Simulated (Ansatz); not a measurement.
Computed with Ansatz on PBE0-D4/def2-TZVP structures; ΔE is electronic, products minus reactants. CCSD(T)/CBS is the MP2 limit (def2-TZVPP, def2-QZVPP) plus CCSD(T) − MP2 in def2-TZVPP, frozen cores. DFT in def2-TZVPP. For Br outer-core shells are correlated without core-valence functions, which leaves a few kJ/mol of doubt a bond. Scalar relativity is left out up to krypton. One conformer a species, not always the lowest.

Consider the ligand exchange at a B–C bond: `BC(B)O[SiH3]` + `C[SiH](O)Br` → `BO[SiH](C)Br` + `BCO[SiH3]`.

```tsv
species	B2PLYP energy (Eh)
`BC(B)O[SiH3]`	-457.11142
`C[SiH](O)Br`	-2979.57189
`BO[SiH](C)Br`	-3005.02953
`BCO[SiH3]`	-431.70170
```

(1) Work out ΔE.

Largest T1 diagnostic among the species: 0.013.

Answers

(1) ΔE = (-3005.02953) + (-431.70170) − (-457.11142) − (-2979.57189) = -0.04792 Eh = -125.8 kJ/mol. CCSD(T)/CBS gives -120.0 kJ/mol.

From PBE to PBE0 (25 % exact exchange), in def2-TZVPP and without D4, ΔE moves by −3.6 kJ/mol. In def2-TZVPP, CCSD(T) changes the Hartree–Fock value by +19.2 kJ/mol (the triples alone add +2.5 kJ/mol) and MP2 by +19.7 kJ/mol.
